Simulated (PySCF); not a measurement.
**How the method moves the HOMO and LUMO of (CH3CH2)2CFCH3**

(CH3CH2)2CFCH3, C6H13F.
Atom-mapped SMILES: `[CH3:1][CH2:2][C:3]([CH3:4])([F:5])[CH2:6][CH3:7]` (hydrogens: H8, H9, H10 on C1; H11, H12 on C2; H13, H14, H15 on C4; H16, H17 on C6; H18, H19, H20 on C7)

Cartesian coordinates in Å at the PBE0-D3(BJ)/def2-SVP level; atoms count from 1:
```xyz
20
C6H13F angstrom
C      2.028    1.132    0.406
C      1.337   -0.205    0.196
C      0.223   -0.189   -0.849
C     -0.334   -1.583   -1.073
F      0.807    0.206   -2.058
C     -0.872    0.839   -0.569
C     -1.615    0.669    0.745
H      2.382    1.535   -0.554
H      1.359    1.878    0.860
H      2.897    1.024    1.071
H      0.925   -0.584    1.145
H      2.075   -0.955   -0.136
H     -0.787   -1.986   -0.156
H      0.472   -2.263   -1.385
H     -1.098   -1.567   -1.864
H     -0.409    1.838   -0.616
H     -1.578    0.797   -1.415
H     -2.110   -0.311    0.817
H     -2.397    1.436    0.849
H     -0.945    0.768    1.613
```

Basis pcSseg-1 throughout (PySCF), one geometry. The structure is a single PBE0-D3(BJ)/def2-SVP conformer in the gas phase; no vibrational or solvent corrections.

Question: How do the orbital energies, the gap and the dipole change with the method?

Answer: 
| method | kind | HOMO (eV) | LUMO (eV) | gap (eV) | μ (D) | SCF cycles |
| --- | --- | --- | --- | --- | --- | --- |
| OPBE | GGA | -7.09 | 0.83 | 7.92 | 1.71 | 15 |
| BP86 | GGA | -7.26 | 0.54 | 7.80 | 1.72 | 13 |
| LDA | LDA | -7.27 | 0.24 | 7.51 | 1.77 | 13 |
| KT2 | GGA | -7.28 | 0.33 | 7.61 | 1.71 | 14 |
| PBE0 | global hybrid | -8.67 | 1.31 | 9.98 | 1.83 | 12 |
| BHandHLYP | global hybrid | -10.10 | 2.00 | 12.10 | 1.95 | 12 |
| LC-wPBE | range-separated hybrid | -11.41 | 3.51 | 14.93 | 1.87 | 12 |

The HOMO spans 4.33 eV, from OPBE down to LC-wPBE, and the gap runs from 7.51 eV (LDA) to 14.93 eV (LC-wPBE). Over the methods OPBE (0 %), BP86 (0 %), LDA (0 %), KT2 (0 %), PBE0 (25 %), BHandHLYP (50 %), a straight line through the gap against the share of exact exchange rises by 0.88 eV for each 10 % (correlation coefficient 0.997). The dipole ranges from 1.71 D (OPBE) to 1.95 D (BHandHLYP). This basis has no diffuse functions.

The vertical ΔSCF ionisation energy at wB97X-D/def2-SVPD is 10.79 eV; −ε(HOMO) comes closest to it with LC-wPBE (11.41 eV).
